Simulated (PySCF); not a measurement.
Molecule (SMILES): [Al][Cl] (Al-Cl) (closed-shell singlet).
Geometry (B3LYP-D3(BJ)/def2-TZVP, fixed):
```
Al
Cl 1 2.1602
```

Basis-set convergence of the lowest singlet excitation energy at CAM-B3LYP with PySCF. Tamm-Dancoff approximation; the state is taken by its order, and sets in which it differs in degeneracy or brightness are left out, yet its character can still change. All functions are spherical. Density fitting with generated auxiliary sets. No added dispersion term, no relativity. Reference: the value in aug-pcseg-3, 4.869 eV, itself unsure by roughly 0.006 eV (its mean distance from aug-cc-pV(Q+d)Z, aug-pcseg-2, aug-cc-pV(T+d)Z). Deviations are taken from unrounded values. Cost is core time over that of 6-31G**, rough, on shared machines of one kind; a dash marks a row that isn't timed (too short, read off another run, short of memory, by another algorithm or on other hardware).

| basis | functions | lowest singlet excitation energy (eV) | minus reference (eV) | cost |
|---|---|---|---|---|
| 3-21G | 26 | 4.872 | 0.003 | - |
| 6-31G** | 36 | 4.954 | 0.085 | 1× |
| def2-SVP | 36 | 4.953 | 0.084 | 1× |
| def2-SVPD | 51 | 5.004 | 0.135 | 2× |
| def2-TZVP | 74 | 4.925 | 0.056 | 3× |
| def2-TZVPPD | 99 | 4.908 | 0.039 | 6× |
| def2-QZVPP | 140 | 4.879 | 0.010 | 10× |
| def2-QZVPPD | 155 | 4.874 | 0.005 | 20× |
| aug-pcseg-3 | 178 | 4.869 | 0.000 | 30× |
